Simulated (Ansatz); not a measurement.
Cost and result for the atomization energy of `O[SiH2][SiH](O)Cl` (10 atoms, 9 bonds).

```xyz
10

O    -0.5853   -1.4868   -1.5014
Si   -0.4661    0.1165   -1.1257
Si    0.1313    0.2653    1.1293
O     1.6506   -0.3218    1.3046
Cl    0.0642    2.2792    1.6056
H    -0.8004   -1.7242   -2.4043
H    -1.7642    0.8236   -1.3209
H     0.5544    0.8118   -1.9598
H    -0.8029   -0.3861    2.0840
H     2.0184   -0.3773    2.1886
```

The species carries charge 0 and has multiplicity 1. Geometry: relaxed with PBE0-D4/def2-TZVP. It is one conformer, not always the lowest. Program: Ansatz. Hardware: A = 2 threads of an AMD EPYC 7R13 on a shared host; B = 2 threads of an AMD EPYC 7R13 on a shared host and a share of an NVIDIA H100 80 GB. Times are those of one run each, without the atoms' runs, and a repeat can differ threefold. Electronic energies, without spin–orbit coupling; frozen cores. CCSD(T)/CBS adds CCSD(T) − MP2 in def2-TZVPP to the MP2 limit, and its time is that of the two runs behind it. T1 = 0.011. B3LYP takes the VWN-RPA correlation (the form of Gaussian; ORCA's B3LYP/G).

CCSD(T)/CBS is a level of theory with its own doubt, some kJ/mol a heavy atom from the limit and from the frozen cores, so smaller differences don't rank the functionals.

```json
{"level": "MP2/def2-QZVPP [B]", "functions": "474", "wall time": "3.2 s", "atomization (kcal/mol)": "836.5", "difference from CCSD(T)/CBS": "5.8", "per bond": "0.6"}
{"level": "CCSD(T)/def2-TZVPP [B]", "functions": "258", "wall time": "3.8 s", "atomization (kcal/mol)": "803.0", "difference from CCSD(T)/CBS": "-27.7", "per bond": "-3.1"}
{"level": "PBE-D4/def2-TZVPP (with forces) [A]", "functions": "258", "wall time": "4.4 s", "atomization (kcal/mol)": "828.5", "difference from CCSD(T)/CBS": "-2.2", "per bond": "-0.2"}
{"level": "PBE0-D4/def2-TZVPP [A]", "functions": "258", "wall time": "5.5 s", "atomization (kcal/mol)": "815.0", "difference from CCSD(T)/CBS": "-15.7", "per bond": "-1.7"}
{"level": "r2SCAN-D4/def2-TZVPP (with forces) [A]", "functions": "258", "wall time": "7 s", "atomization (kcal/mol)": "826.7", "difference from CCSD(T)/CBS": "-4.0", "per bond": "-0.4"}
{"level": "CCSD(T)/CBS(def2)", "functions": "–", "wall time": "7 s", "atomization (kcal/mol)": "830.7", "difference from CCSD(T)/CBS": "0.0", "per bond": "0.0"}
{"level": "B3LYP-D4/def2-TZVPP (with forces) [A]", "functions": "258", "wall time": "8 s", "atomization (kcal/mol)": "819.9", "difference from CCSD(T)/CBS": "-10.8", "per bond": "-1.2"}
{"level": "B2PLYP/def2-TZVPP [A]", "functions": "258", "wall time": "8.5 s", "atomization (kcal/mol)": "812.9", "difference from CCSD(T)/CBS": "-17.8", "per bond": "-2.0"}
{"level": "ωB97X-V/def2-TZVPP [A]", "functions": "258", "wall time": "12 s", "atomization (kcal/mol)": "830.5", "difference from CCSD(T)/CBS": "-0.2", "per bond": "0.0"}
{"level": "ωB97M-V/def2-TZVPP (with forces) [A]", "functions": "258", "wall time": "17 s", "atomization (kcal/mol)": "827.8", "difference from CCSD(T)/CBS": "-2.9", "per bond": "-0.3"}
```

From PBE to PBE0 (25 % exact exchange), in def2-TZVPP and without D4, the atomization energy moves by −12.6 kcal/mol: exact exchange takes away binding that semilocal exchange gives to molecules. In def2-TZVPP, CCSD(T) changes the Hartree–Fock value by +206.1 kcal/mol (the triples alone add +11.8 kcal/mol) and MP2 by +222.9 kcal/mol; breaking electron pairs costs correlation energy, which Hartree–Fock lacks. The D4 term adds +9.5 kcal/mol with B3LYP and +5.0 kcal/mol with PBE0; it sums over pairs of atoms, weighted by their polarisabilities, and B3LYP, whose exchange is more repulsive, gets the larger term.
